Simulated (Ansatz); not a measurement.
`[SiH3][SiH2][NH][GeH3]` + `OBF` → `FB[O][GeH3]` + `N[SiH2][SiH3]`  (ligand exchange at a Ge–N bond)

Isolated molecules relaxed with PBE0-D4/def2-TZVP in Ansatz; ΔE leaves out vibrations. CCSD(T)/CBS adds triple-zeta CCSD(T) − MP2 to the extrapolated MP2 energy (def2 sets, frozen cores). This one scheme is used for every species. DFT in def2-TZVPP. For Ge outer-core shells are correlated without core-valence functions, which leaves a few kJ/mol of doubt a bond. Scalar relativity is left out up to krypton. Each species was taken in one conformer, which may not be the lowest.

**Question.** Is it downhill or uphill in electronic energy at CCSD(T)/CBS, and by how much? (An estimate is asked.)

**Answer.** Ansatz gave: Downhill: ΔE = -3.2 kcal/mol.

**Question.** What do these levels give: PBE-D4, r2SCAN-D4, CAM-B3LYP-D4, CCSD/def2-SVP, CCSD(T)/def2-SVP, HF/CBS(def2)? (An estimate is asked.)

**Answer.** Ansatz gave: PBE-D4 -3.1, r2SCAN-D4 -4.2, CAM-B3LYP-D4 -4.5, CCSD/def2-SVP -2.1, CCSD(T)/def2-SVP -1.9, HF/CBS(def2) -6.3 kcal/mol.

Largest T1 diagnostic among the species: 0.013.

At CCSD(T), def2-SVP lies +1.3 kcal/mol from the extrapolated value and def2-TZVPP −0.2 kcal/mol. In def2-TZVPP, CCSD(T) changes the Hartree–Fock value by +2.6 kcal/mol (the triples alone add +0.3 kcal/mol) and MP2 by +2.8 kcal/mol. The D4 term adds +1.2 kcal/mol with B3LYP and +0.7 kcal/mol with PBE0; it sums over pairs of atoms, weighted by their polarisabilities, and B3LYP, whose exchange is more repulsive, gets the larger term.

B3LYP here is the variant with VWN-RPA as its local correlation; programs differ in this.
